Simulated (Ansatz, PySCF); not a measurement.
The pair A = BH3 (SMILES B) (first 4 atoms), B = CH4O (SMILES CO); geometry from B3LYP-D3(BJ)/def2-TZVP.
(charge 0, multiplicity 1):
```xyz
10

B      0.03137    -0.00975     0.78309
H     -0.32619     1.12449     0.61055
H     -0.60365    -0.85137     0.20429
H      1.22842    -0.17276     0.77164
C      0.29167     0.51970     3.35306
O     -0.39574    -0.29125     2.37567
H     -0.06457     0.25450     4.34707
H      0.03337     1.54757     3.11893
H      1.36880     0.37990     3.26514
H     -0.25452    -1.22847     2.55831
```

Cores are frozen in the correlated methods. CBS(a, b) extrapolates the correlation energy as X⁻³ and adds the Hartree–Fock energy of set b. MP2 and its Hartree–Fock in aug-cc-pVTZ are density fitted.

The values were computed with Ansatz (Gaussian orbitals); PySCF for the dispersion terms. Values without a source in brackets are computed.

The monomers are drawn apart, rigid, along the line of their centres of mass. Counterpoise-corrected interaction energies (kcal/mol):

```csv
level,R = 2.807 Å,R = 3.476 Å
PBE/def2-TZVPPD,-15.1461,-5.3731
PBE-D3(BJ)/def2-TZVPPD,-16.1684,-5.9667
wB97M-V/def2-TZVPPD,-14.9189,-5.3813
"MP2/CBS(aug-cc-pVDZ, aug-cc-pVTZ) + ΔCCSD(T)/aug-cc-pVDZ",-14.0604,-5.1860
```

R is the distance of the centres of mass. Find the local exponent m of E ∝ R⁻ᵐ between the two points.


m = ln(E₁/E₂)/ln(R₂/R₁): PBE/def2-TZVPPD 4.8; PBE-D3(BJ)/def2-TZVPPD 4.7; wB97M-V/def2-TZVPPD 4.8; MP2/CBS(aug-cc-pVDZ, aug-cc-pVTZ) + ΔCCSD(T)/aug-cc-pVDZ 4.7. For scale, two fixed dipoles give m = 3, dipole and quadrupole 4, quadrupoles 5, and dispersion or dipole-induced dipole 6 at long range; at these distances several terms mix, and what is left of overlap and damping shifts m, so it need not match one of them.

Ansatz is a first-principles code.
